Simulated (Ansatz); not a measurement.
Start from `[SiH3]O[SiH2]S` and change one atom or group to get `O=C[SiH2]O[SiH3]`.

Ansatz, PBE0-D4/def2-TZVP geometries, multiplicity 1. Each molecule was computed in one conformer, which needn't be the lowest.

```
                                        property  `[SiH3]O[SiH2]S`
           HOMO energy (ωB97M-V/def2-TZVPP) / eV            -10.01
size of the dipole moment (B3LYP/def2-TZVPP) / D              0.65
              LUMO energy (PBE0/def2-TZVPP) / eV             -0.07
  size of the dipole moment (PBE/def2-TZVPP) / D              0.65
             HOMO–LUMO gap (PBE/def2-TZVPP) / eV              5.62
         HOMO–LUMO gap (ωB97M-V/def2-TZVPP) / eV             11.61
```

(1) What does the change do to each property? (Best estimate.)

Results:

(1) Ansatz gave: 
```json
{"property": "HOMO energy (ωB97M-V/def2-TZVPP) / eV", "`O=C[SiH2]O[SiH3]`": "-9.53", "shift": "0.48"}
{"property": "size of the dipole moment (B3LYP/def2-TZVPP) / D", "`O=C[SiH2]O[SiH3]`": "1.89", "shift": "1.24"}
{"property": "LUMO energy (PBE0/def2-TZVPP) / eV", "`O=C[SiH2]O[SiH3]`": "-1.76", "shift": "-1.69"}
{"property": "size of the dipole moment (PBE/def2-TZVPP) / D", "`O=C[SiH2]O[SiH3]`": "1.73", "shift": "1.08"}
{"property": "HOMO–LUMO gap (PBE/def2-TZVPP) / eV", "`O=C[SiH2]O[SiH3]`": "2.84", "shift": "-2.78"}
{"property": "HOMO–LUMO gap (ωB97M-V/def2-TZVPP) / eV", "`O=C[SiH2]O[SiH3]`": "10.09", "shift": "-1.52"}
```

With PBE0 the HOMO rises by 0.56 eV and the LUMO falls by 1.69 eV, so the gap narrows by about 2.25 eV. PBE moves the HOMO by 0.77 eV and ωB97M-V by 0.48 eV. Dipoles are sizes alone; their direction can turn.

B3LYP here is the variant with VWN-RPA as its local correlation; programs differ in this.
